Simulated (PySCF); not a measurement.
## Te: electron affinity

Te- [Kr] 4d10 5s2 5p5 (2P) → Te [Kr] 4d10 5s2 5p4 (3P), as a difference of total energies. Computed with PySCF 2.14 in def2-TZVPPD with the def2 core potential (28 electrons) (7s6p4d2f, 59 functions), with a scalar-relativistic core potential. Correlated levels: valence: 4s2 4p6 4d10 frozen. The calculations carry no spin-orbit coupling.

```tsv
method	electron affinity (eV)
UHF	1.054
MP2 (valence)	1.794
SCS-MP2 (valence)	1.791
CCSD (valence)	1.798
CCSD(T) (valence)	1.849
```

How much does correlation contribute at CCSD(T) (valence)?

1.849 − (1.054) = 0.795 eV, measured against UHF.

The reference lies between the lowest fine-structure levels, while these numbers refer to the centres of the terms.

Errors of the correlated levels include the incompleteness of this basis and the frozen core.

For comparison: 1.971 eV (measured; photodetachment measurements, as compiled on the Wikipedia data page of electron affinities).
